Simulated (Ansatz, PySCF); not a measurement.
The pair A = AsH3 (SMILES [AsH3]) (first 4 atoms), B = H4OSi (SMILES O[SiH3]); geometry from B3LYP-D3(BJ)/def2-TZVP.
(charge 0, multiplicity 1):
```csv
atom,x (Å),y (Å),z (Å)
As,-0.0935,0.0596,0.4092
H,-0.2266,0.0812,-1.1131
H,-0.2572,-1.4519,0.4691
H,1.4249,-0.0410,0.3343
O,0.8114,-0.8251,3.4175
Si,-0.1972,0.1669,4.2796
H,1.7548,-0.7766,3.5889
H,-0.0610,-0.0754,5.7378
H,-1.5636,-0.1671,3.8371
H,0.0905,1.5979,4.0199
```

Cores are frozen in the correlated methods. Filled d and f shells under p-block atoms count as core. CBS(a, b) extrapolates the correlation energy as X⁻³ and adds the Hartree–Fock energy of set b. MP2 and its Hartree–Fock in def2-TZVPPD are density fitted.

Programs: Ansatz (an electronic-structure program); PySCF for the dispersion terms. Each number belongs to the level named beside it.

The monomers are drawn apart, rigid, along the line of their centres of mass. Counterpoise-corrected interaction energies (kcal/mol):

```
level                                                 R = 4.924 Å  R = 6.229 Å
----------------------------------------------------  -----------  -----------
PBE/def2-TZVPPD                                           -0.3038      -0.0503
PBE-D3(BJ)/def2-TZVPPD                                    -0.6992      -0.1552
wB97M-V/def2-TZVPPD                                       -0.5534      -0.1300
MP2/CBS(def2-SVPD, def2-TZVPPD) + ΔCCSD(T)/def2-SVPD      -0.5443      -0.1290
```

Question: R is the distance of the centres of mass. Find the local exponent m of E ∝ R⁻ᵐ between the two points.

Answer: 
m = ln(E₁/E₂)/ln(R₂/R₁): PBE/def2-TZVPPD 7.6; PBE-D3(BJ)/def2-TZVPPD 6.4; wB97M-V/def2-TZVPPD 6.2; MP2/CBS(def2-SVPD, def2-TZVPPD) + ΔCCSD(T)/def2-SVPD 6.1. For scale, two fixed dipoles give m = 3, dipole and quadrupole 4, quadrupoles 5, and dispersion or dipole-induced dipole 6 at long range; at these distances several terms mix, and what is left of overlap and damping shifts m, so it need not match one of them.
